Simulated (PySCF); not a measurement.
Effect of structural changes

Method used: TDDFT BHandHLYP/def2-SVPD circular dichroism and optical rotation, one conformer, gas phase in PySCF 2.14.0. Geometry: GFN2-xTB.

Each molecule in one low-energy conformer. The parent is C#C[C@@H]1[C@H](Br)[Si]1(C)C.

The calculation is non-relativistic, which matters for the atoms heavier than Zn.

(1) How does the specific rotation at 589.3 nm (origin-invariant length gauge) change along this series?
- C#C[C@@H]1[C@H](Br)[Si]1(C)C (base)
- C#C[C@H]1[C@H](Br)[Si]1(C)C (diastereomer)

Results:

(1) 
```
                    molecule  [α]589 (deg dm⁻¹ (g/mL)⁻¹)  S1 (eV)  R(S1), velocity form (10⁻⁴⁰ esu² cm²)
C#C[C@@H]1[C@H](Br)[Si]1(C)C                      +152.5     5.23                                  +17.6
 C#C[C@H]1[C@H](Br)[Si]1(C)C                      -108.1     5.22                                  +18.8
```
The specific rotation at 589.3 nm (origin-invariant length gauge) is lowest for C#C[C@H]1[C@H](Br)[Si]1(C)C and highest for C#C[C@@H]1[C@H](Br)[Si]1(C)C.
